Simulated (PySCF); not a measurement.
# Correlation energy of O (oxygen, neutral)

[He] 2s2 2p4, high-spin 3P determinant. Computed with PySCF 2.14 in 6-31G*, with no relativity, point nucleus. Frozen: 1s2; 6 electrons correlated.

MP2 pair energies summed by pair of shells (mhartree):

| pair | energy | share (%) |
| --- | --- | --- |
| 2p-2p | -46.25 | 48.7 |
| 2s-2p | -41.84 | 44.1 |
| 2s-2s | -6.89 | 7.3 |

Total MP2 correlation energy: -94.98 mhartree.

Same-spin part -24.44 and opposite-spin part -70.54 mhartree; SCS-MP2 scales them by 1/3 and 6/5 to -92.80 mhartree.

```csv
level,correlation energy (mhartree)
CCSD,-110.73
(T),-0.84
CCSD(T),-111.57
```

Diagnostics: T1 = 0.0051, D1 = 0.0090, largest double amplitude 0.055.

Cost of the coupled-cluster step: 0.12 s of wall time on 1 thread of Neoverse-N1 (shared host), for 6 correlated electrons.

Iterations:

```
CC2 = 0
CCSD nocc = (np.int64(4), np.int64(2)), nmo = (13, 13)
frozen orbitals [[0], [0]]
max_cycle = 100
direct = 0
conv_tol = 1e-08
conv_tol_normt = 1e-06
diis_space = 8
diis_start_cycle = 0
Init t2, MP2 energy = -0.094978613716039
Init E_corr(UCCSD) = -0.0949786137229128
cycle = 1  E_corr(UCCSD) = -0.107222544214443  dE = -0.0122439305  norm(t1,t2) = 0.0278108
cycle = 2  E_corr(UCCSD) = -0.109700222659523  dE = -0.00247767845  norm(t1,t2) = 0.00821457
cycle = 3  E_corr(UCCSD) = -0.110730771204843  dE = -0.00103054855  norm(t1,t2) = 0.00343609
cycle = 4  E_corr(UCCSD) = -0.110723313751857  dE = 7.45745299e-06  norm(t1,t2) = 0.000947755
cycle = 5  E_corr(UCCSD) = -0.110728797306476  dE = -5.48355462e-06  norm(t1,t2) = 0.000178445
cycle = 6  E_corr(UCCSD) = -0.110728640282808  dE = 1.57023668e-07  norm(t1,t2) = 2.53418e-05
cycle = 7  E_corr(UCCSD) = -0.110728862679339  dE = -2.22396531e-07  norm(t1,t2) = 2.97895e-06
cycle = 8  E_corr(UCCSD) = -0.110728798845884  dE = 6.38334551e-08  norm(t1,t2) = 4.23282e-07
cycle = 9  E_corr(UCCSD) = -0.110728803358978  dE = -4.51309336e-09  norm(t1,t2) = 6.77594e-08
UCCSD converged
E(UCCSD) = -74.8939097212148  E_corr = -0.1107288033589777
UCCSD(T) correction = -0.000839600448155796
```
